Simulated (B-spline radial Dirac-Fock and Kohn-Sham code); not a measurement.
## X-ray form factors of krypton in several charge states

Level of theory: Dirac-Fock densities; an atomic code on a B-spline grid.

Configurations: Kr¹⁸⁺ [Ne] 3s2 3p6; Kr²⁰⁺ [Ne] 3s2 3p4; Kr²²⁺ [Ne] 3s2 3p2; Kr²⁴⁺ [Ne] 3s2; Kr²⁵⁺ [Ne] 3s1. The first column is f₀ of Kr¹⁸⁺, the others are differences from it.

```
s (Å⁻¹)   Kr¹⁸⁺  Δ Kr²⁰⁺  Δ Kr²²⁺  Δ Kr²⁴⁺  Δ Kr²⁵⁺
      0  18.000   -2.000   -4.000   -6.000   -7.000
   0.05  17.958   -1.990   -3.980   -5.971   -6.967
    0.1  17.834   -1.958   -3.921   -5.886   -6.869
   0.15  17.629   -1.908   -3.823   -5.746   -6.708
    0.2  17.349   -1.839   -3.691   -5.556   -6.489
   0.25  17.001   -1.753   -3.527   -5.319   -6.217
    0.3  16.590   -1.653   -3.335   -5.043   -5.898
   0.35  16.126   -1.542   -3.121   -4.732   -5.541
    0.4  15.618   -1.422   -2.889   -4.396   -5.152
   0.45  15.076   -1.296   -2.644   -4.040   -4.741
    0.5  14.509   -1.167   -2.393   -3.673   -4.316
    0.6  13.338   -0.910   -1.889   -2.932   -3.456
    0.7  12.176   -0.669   -1.412   -2.224   -2.631
    0.8  11.076   -0.458   -0.988   -1.588   -1.886
    0.9  10.077   -0.285   -0.635   -1.049   -1.253
      1   9.201   -0.152   -0.357   -0.620   -0.744
    1.1   8.453   -0.057   -0.155   -0.300   -0.362
    1.2   7.827   +0.005   -0.020   -0.079   -0.097
    1.4   6.882   +0.051   +0.093   +0.123   +0.151
    1.6   6.221   +0.037   +0.077   +0.120   +0.151
```

Values without a named source are computed, but for edge energies of neutral atoms, which are taken from tables.
